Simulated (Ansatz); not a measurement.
The same ligand exchange along the group Ti, Zr, Hf.

Program: Ansatz. Geometries: PBE0-D4/def2-TZVP. ΔE: electronic, gas phase. CBS: MP2 limit from def2 TZ/QZ plus the TZ coupled-cluster correction, frozen cores. This one scheme is used for every species. DFT in def2-TZVPP. B3LYP here is the variant with VWN-RPA as its local correlation; programs differ in this. def2 core potentials past Kr. For Hf, Ti, Zr outer-core shells are correlated without core-valence functions, which leaves a few kJ/mol of doubt a bond. Scalar relativity is left out up to krypton. One conformer a species, not always the lowest.

```json
{"reaction": "`[F][Ti]([SH])([SH])[SH]` + HCl → `[SH][Ti]([SH])([SH])[Cl]` + H–F", "CCSD(T)/CBS(def2) (eV)": "0.06"}
{"reaction": "`[F][Zr]([SH])([SH])[SH]` + HCl → `[SH][Zr]([SH])([SH])[Cl]` + H–F", "CCSD(T)/CBS(def2) (eV)": "0.08"}
{"reaction": "`[F][Hf]([SH])([SH])[SH]` + HCl → `[SH][Hf]([SH])([SH])[Cl]` + H–F", "CCSD(T)/CBS(def2) (eV)": "?"}
```

Task: Fill in the missing values. (Best estimate.)

Result: Computed: `[F][Hf]([SH])([SH])[SH]` + HCl → `[SH][Hf]([SH])([SH])[Cl]` + H–F: +0.12 eV.

Largest T1 diagnostic: 0.028, for `[SH][Ti]([SH])([SH])[Cl]`, so its coupled-cluster energy is less sure.
